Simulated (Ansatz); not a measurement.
Program: Ansatz 0.2.0.

C2H7FInN, SMILES `C[N](C)[InH][F]` at its PBE0-D4/def2-TZVP geometry, where that method's forces vanish. The species carries charge 0 and has multiplicity 1. In takes the def2 core potential.

```json
{"atom": "C1", "x (Å)": "-0.435", "y (Å)": "-0.895", "z (Å)": "0.955"}
{"atom": "N2", "x (Å)": "0.021", "y (Å)": "0.075", "z (Å)": "-0.010"}
{"atom": "C3", "x (Å)": "0.219", "y (Å)": "1.387", "z (Å)": "0.545"}
{"atom": "In4", "x (Å)": "0.329", "y (Å)": "-0.413", "z (Å)": "-1.915"}
{"atom": "F5", "x (Å)": "-0.114", "y (Å)": "-2.321", "z (Å)": "-2.038"}
{"atom": "H6", "x (Å)": "-1.394", "y (Å)": "-0.595", "z (Å)": "1.402"}
{"atom": "H7", "x (Å)": "0.286", "y (Å)": "-1.009", "z (Å)": "1.778"}
{"atom": "H8", "x (Å)": "-0.570", "y (Å)": "-1.871", "z (Å)": "0.486"}
{"atom": "H9", "x (Å)": "-0.711", "y (Å)": "1.791", "z (Å)": "0.974"}
{"atom": "H10", "x (Å)": "0.564", "y (Å)": "2.094", "z (Å)": "-0.215"}
{"atom": "H11", "x (Å)": "0.968", "y (Å)": "1.377", "z (Å)": "1.351"}
{"atom": "H12", "x (Å)": "0.838", "y (Å)": "0.381", "z (Å)": "-3.313"}
```

Task: For each bond, give half the difference of the two atoms' forces along it (eV/Å; positive pushes the atoms apart) under PBE-D4, r2SCAN-D4, B3LYP-D4, ωB97M-V in def2-TZVPP. (Best estimate.)

Result: The calculation gave: 
| bond | length (Å) | PBE-D4 | r2SCAN-D4 | B3LYP-D4 | ωB97M-V |
| --- | --- | --- | --- | --- | --- |
| C1–N2 | 1.441 | 0.02 | 0.13 | 0.16 | 0.26 |
| C1–H6 | 1.100 | 0.11 | -0.04 | -0.07 | -0.11 |
| C1–H7 | 1.100 | 0.11 | -0.04 | -0.07 | -0.11 |
| C1–H8 | 1.091 | 0.07 | -0.06 | -0.12 | -0.09 |
| N2–C3 | 1.438 | 0.04 | 0.15 | 0.15 | 0.24 |
| N2–In4 | 1.991 | 0.15 | 0.03 | 0.12 | -0.14 |
| C3–H9 | 1.101 | 0.11 | -0.03 | -0.07 | -0.12 |
| C3–H10 | 1.093 | 0.06 | -0.06 | -0.11 | -0.08 |
| C3–H11 | 1.101 | 0.11 | -0.04 | -0.07 | -0.12 |
| In4–F5 | 1.963 | 0.42 | 0.08 | 0.25 | 0.04 |
| In4–H12 | 1.686 | -0.16 | -0.14 | -0.15 | -0.09 |

B3LYP here is the variant with VWN-RPA as its local correlation; programs differ in this.
